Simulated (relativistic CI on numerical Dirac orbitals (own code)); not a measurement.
## Energy levels of Re⁵⁹⁺

Method of calculation: Dirac-Coulomb-Breit CI, orbitals from a KLI potential per configuration, a model potential for QED, unscaled Slater integrals (own radial code, finite nucleus).

Configuration list (outside the closed core [Ne]): 3s2 3p4, 3s2 3p3 3d, 3s 3p5, 3p6, 3s 3p4 3d, 3s 3p3 3d2, 3p5 3d, 3s2 3p2 3d 4p, 3s 3p3 3d 4s, 3p5 4s, 3s2 3p3 4s, 3p5 4p, 3s2 3p3 4p, 3s2 3p3 4d, 3p4 3d 4p, 3s 3p4 4s, 3s2 3p3 4f, 3s 3p4 4p, 3s 3p4 4d, 3s 3p4 4f, 3s2 3p3 5s, 3s2 3p3 5p, 3s2 3p2 4s 4p, 3s2 3p3 5d, 3s2 3p3 5f, 3s2 3p3 5g, 3s 3p3 4s2, 3s 3p4 5s, 3s2 3p2 3d2, 3s2 3p 3d3, 3s 3p2 3d3, 3s2 3p 3d2 4s, 3s2 3p 3d2 4p, 3s2 3p 3d2 4d, 3p4 3d2, 3p3 3d3, 3p3 3d2 4s, 3p3 3d2 4p, 3p3 3d2 4d, 3s2 3p2 3d 4s, 3s 3p2 3d2 4s, 3s2 3p 3d 4s2, 3s2 3p 3d 4s 4p, 3s2 3p 3d 4s 4d, 3p4 3d 4s, 3p3 3d 4s2, 3p3 3d 4s 4p, 3p3 3d 4s 4d, 3s2 3p2 4s2, 3s 3p2 3d 4s2, 3s2 3p 4s2 4p, 3s2 3p 4s2 4d, 3s2 3p2 4p2, 3s2 3p 3d 4p2, 3s 3p2 3d 4p2, 3s2 3p 4s 4p2, 3s2 3p 4p3, 3s2 3p 4p2 4d, 3s 3p3 4s 4p, 3s 3p2 3d 4s 4p, 3s 3p2 4s2 4p, 3s 3p2 4s 4p2, 3s 3p2 4s 4p 4d. Double excitations out of closed p, d and f shells are left out; levels of such configurations are missing from the list, as are those of other unlisted configurations, and high levels can miss mixing partners. These lack a partner that the ground configuration has and come out too high: 3s2 3p3 4f, 3s 3p4 4p, 3s 3p4 4d, 3s 3p4 4f, 3s2 3p3 5s.

The lowest level is 3s2 3p4 3P_2, with 68 % of that term; Hund's rules for 3s2 3p4 give 3P with J = 2, in agreement.

```tsv
No.	Configuration	Term	J	E (Ry)	%	Landé g	jj configuration (%)
1	3s2 3p4	3P	2	0.0000	68	1.329	3p3/2^2 (99)
2	3s2 3p4	1S	0	1.5001	64		3p3/2^2 (99)
3	3s2 3p3 3d	3D°	2	17.5702	32	1.042	3p3/2 3d3/2 (99)
4	3s2 3p3 3d	3D°	1	18.2166	33	1.102	3p3/2 3d3/2 (99)
5	3s2 3p3 3d	3P°	0	18.2372	62		3p3/2 3d3/2 (99)
6	3s2 3p3 3d	3F°	3	18.2557	28	1.085	3p3/2 3d3/2 (98)
7	3s2 3p3 3d	3F°	4	24.1516	50	1.249	3p3/2 3d5/2 (99)
8	3s2 3p3 3d	3D°	2	24.6652	34	1.233	3p3/2 3d5/2 (98)
9	3s2 3p3 3d	3D°	3	26.1087	43	1.200	3p3/2 3d5/2 (96)
10	3s2 3p3 3d	3D°	1	26.9770	35	1.051	3p3/2 3d5/2 (98)
11	3s2 3p4	3P	1	27.2403	99	1.488	3p1/2 3p3/2^3 (99)
12	3s2 3p4	1D	2	27.9611	68	1.143	3p1/2 3p3/2^3 (99)
13	3s2 3p2 3d2	3F	2	35.9200	40	0.752	3p1/2^2 3d3/2^2 (99)
14	3s2 3p2 3d2	3P	0	37.8097	58		3p1/2^2 3d3/2^2 (98)
15	3s 3p5	3P°	2	41.0671	85	1.467	3s 3p3/2^3 (85)
16	3s 3p5	1P°	1	42.6180	36	1.186	3s 3p3/2^3 (59)
17	3s2 3p2 3d2	3F	3	42.8539	32	1.073	3p1/2^2 3d3/2 3d5/2 (98)
18	3s2 3p2 3d2	3P	2	43.6951	23	1.172	3p1/2^2 3d3/2 3d5/2 (98)
19	3s2 3p2 3d2	3P	1	44.0632	37	1.509	3p1/2^2 3d3/2 3d5/2 (98)
20	3s2 3p3 3d	3F°	2	44.0727	44	1.025	3p1/2 3p3/2^2 3d3/2 (98)
21	3s2 3p2 3d2	3F	4	44.0920	24	1.061	3p1/2^2 3d3/2 3d5/2 (98)
22	3s2 3p3 3d	5D°	0	44.1826	53		3p1/2 3p3/2^2 3d3/2 (98)
23	3s2 3p3 3d	3D°	1	44.2914	45	0.987	3p1/2 3p3/2^2 3d3/2 (86)
24	3s2 3p3 3d	3G°	3	44.6846	34	1.069	3p1/2 3p3/2^2 3d3/2 (97)
25	3s2 3p3 3d	3G°	4	45.3037	50	1.042	3p1/2 3p3/2^2 3d3/2 (99)
26	3s2 3p3 3d	3F°	2	46.3072	65	0.811	3p1/2 3p3/2^2 3d3/2 (97)
27	3s2 3p3 3d	3D°	3	47.3866	40	1.172	3p1/2 3p3/2^2 3d3/2 (97)
28	3s2 3p3 3d	3D°	2	47.9405	30	1.246	3p1/2 3p3/2^2 3d3/2 (89)
29	3s2 3p3 3d	3S°	1	48.3808	37	1.479	3p1/2 3p3/2^2 3d3/2 (85)
30	3s2 3p3 3d	3D°	1	49.3393	38	0.905	3p1/2 3p3/2^2 3d3/2 (85)
31	3s2 3p3 3d	3D°	3	50.3431	53	1.304	3p1/2 3p3/2^2 3d5/2 (99)
32	3s2 3p3 3d	5D°	4	50.3626	53	1.293	3p1/2 3p3/2^2 3d5/2 (99)
33	3s2 3p2 3d2	3F	4	50.4785	28	1.172	3p1/2^2 3d5/2^2 (96)
34	3s2 3p2 3d2	3P	2	51.1833	20	1.206	3p1/2^2 3d5/2^2 (97)
35	3s2 3p3 3d	3F°	4	51.3182	72	1.174	3p1/2 3p3/2^2 3d5/2 (99)
36	3s2 3p3 3d	3G°	5	51.5551	99	1.186	3p1/2 3p3/2^2 3d5/2 (99)
37	3s2 3p3 3d	3D°	1	51.5638	45	0.903	3p1/2 3p3/2^2 3d5/2 (96)
38	3s2 3p3 3d	1S°	0	51.7388	53		3p1/2 3p3/2^2 3d5/2 (97)
39	3s2 3p3 3d	3D°	2	52.9546	46	1.272	3p1/2 3p3/2^2 3d5/2 (99)
40	3s2 3p2 3d2	3P	0	53.1861	61		3p1/2^2 3d5/2^2 (95)
41	3s2 3p3 3d	1F°	3	53.4797	35	1.112	3p1/2 3p3/2^2 3d5/2 (99)
42	3s2 3p3 3d	3D°	2	53.7394	46	1.109	3p1/2 3p3/2^2 3d5/2 (96)
43	3s2 3p3 3d	3S°	1	54.0206	36	1.310	3p1/2 3p3/2^2 3d5/2 (95)
44	3s2 3p3 3d	1F°	3	54.3725	46	1.088	3p1/2 3p3/2^2 3d5/2 (95)
45	3s2 3p3 3d	3P°	2	54.6748	43	1.230	3p1/2 3p3/2^2 3d5/2 (94)
46	3s2 3p4	3P	0	55.7540	63		3p3/2^4 (98)
47	3s 3p4 3d	5D	2	57.3723	35	1.402	3s 3p3/2^2 3d3/2 (91)
48	3s 3p4 3d	5P	1	57.7112	35	1.690	3s 3p3/2^2 3d3/2 (92)
49	3s 3p4 3d	5D	3	57.9747	35	1.318	3s 3p3/2^2 3d3/2 (90)
50	3s 3p4 3d	3F	4	58.5742	36	1.219	3s 3p3/2^2 3d3/2 (93)
51	3s 3p4 3d	3D	1	59.7292	47	1.032	3s 3p3/2^2 3d3/2 (80)
52	3s 3p4 3d	3P	0	60.4329	59		3s 3p3/2^2 3d3/2 (74)
53	3s 3p4 3d	3D	2	60.6246	24	0.934	3s 3p3/2^2 3d3/2 (63)
54	3s 3p4 3d	3G	3	60.8956	27	0.970	3s 3p3/2^2 3d3/2 (79)
55	3s 3p4 3d	3D	1	60.9080	34	0.531	3s 3p3/2^2 3d3/2 (67)
56	3s 3p4 3d	3D	2	61.0428	33	1.147	3s 3p3/2^2 3d3/2 (80)
57	3s2 3p2 3d2	5G	3	63.0773	29	0.938	3p1/2 3p3/2 3d3/2^2 (90)
58	3s2 3p2 3d2	5F	1	63.1624	39	0.431	3p1/2 3p3/2 3d3/2^2 (71)
59	3s2 3p2 3d2	5G	2	63.3114	17	0.862	3p1/2 3p3/2 3d3/2^2 (62)
60	3s2 3p2 3d2	3H	4	63.4465	35	0.994	3p1/2 3p3/2 3d3/2^2 (95)
61	3s 3p4 3d	5F	5	63.8150	68	1.326	3s 3p3/2^2 3d5/2 (95)
62	3s 3p4 3d	3F	4	64.0349	43	1.325	3s 3p3/2^2 3d5/2 (92)
63	3s 3p4 3d	3P	0	65.4401	59		3s 3p3/2^2 3d5/2 (84)
64	3s 3p4 3d	3P	1	65.7983	41	1.558	3s 3p3/2^2 3d5/2 (89)
65	3s 3p4 3d	3D	3	65.8987	27	1.190	3s 3p3/2^2 3d5/2 (84)
66	3s2 3p2 3d2	3P	1	65.9790	32	1.551	3p1/2 3p3/2 3d3/2^2 (87)
67	3s2 3p2 3d2	3F	2	66.1734	26	1.113	3p1/2 3p3/2 3d3/2^2 (90)
68	3s2 3p2 3d2	3F	3	66.8598	23	1.110	3p1/2 3p3/2 3d3/2^2 (71)
69	3s 3p4 3d	3F	4	66.8763	37	1.169	3s 3p3/2^2 3d5/2 (70)
70	3s2 3p2 3d2	3P	1	66.9317	24	1.092	3p1/2 3p3/2 3d3/2^2 (82)
```

Energies count from the lowest computed level; ° marks odd parity. Filled j subshells are mostly left out of the jj labels.

The mean weight of the leading LS term, summed over parents, in these 70 levels is 44 %, and that of the leading jj configuration (from the same eigenvectors) 91 %, so jj coupling describes them better and the LS labels are nominal.

At this charge energies of transitions that change n are usually good to better than 1 %, and those within a shell (Δn = 0) to a few per cent.

LS names give the leading component of a level, which can be under half, so a name can repeat, a term be missing and a line seem to break the LS rules.
